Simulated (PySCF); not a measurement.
## Frontier levels across methods

Species: C3H5BF2S.
Cartesian coordinates in Å at the PBE0-D3(BJ)/def2-SVP level; atoms count from 1:
```xyz
12
C3H5BF2S angstrom
C     -0.030   -1.323    0.170
C     -0.675   -0.151    0.011
S      0.048    1.430   -0.204
C      1.805    1.065   -0.129
B     -2.232   -0.143    0.006
F     -2.918    0.963   -0.194
F     -2.919   -1.251    0.202
H     -0.612   -2.239    0.297
H      1.058   -1.421    0.179
H      2.112    0.400   -0.951
H      2.326    2.026   -0.233
H      2.077    0.613    0.837
```

Basis pcSseg-1 throughout (PySCF), one geometry. Geometry: PBE0-D3(BJ)/def2-SVP, one conformer, isolated molecule.

Task: How do the orbital energies, the gap and the dipole change with the method?

Result: 
```tsv
method	kind	HOMO (eV)	LUMO (eV)	gap (eV)	μ (D)	SCF cycles
KT3	GGA	-5.56	-2.19	3.38	2.76	16
BP86	GGA	-5.62	-2.34	3.28	2.78	16
B97-2	global hybrid	-6.37	-1.41	4.96	2.94	14
B3LYP	global hybrid	-6.37	-1.56	4.81	2.87	14
mPW1PW91	global hybrid	-6.63	-1.41	5.22	2.97	14
CAM-B3LYP	range-separated hybrid	-7.82	-0.24	7.58	2.90	13
wB97X-D	range-separated hybrid	-8.40	0.41	8.81	2.97	14
LC-wPBE	range-separated hybrid	-9.14	0.86	10.00	2.93	14
```

The HOMO spans 3.58 eV, from KT3 down to LC-wPBE, and the gap runs from 3.28 eV (BP86) to 10.00 eV (LC-wPBE). Over the methods KT3 (0 %), BP86 (0 %), B97-2 (21 %), B3LYP (20 %), mPW1PW91 (25 %), a straight line through the gap against the share of exact exchange rises by 0.76 eV for each 10 % (correlation coefficient 0.999). The dipole ranges from 2.76 D (KT3) to 2.97 D (wB97X-D). This basis has no diffuse functions.
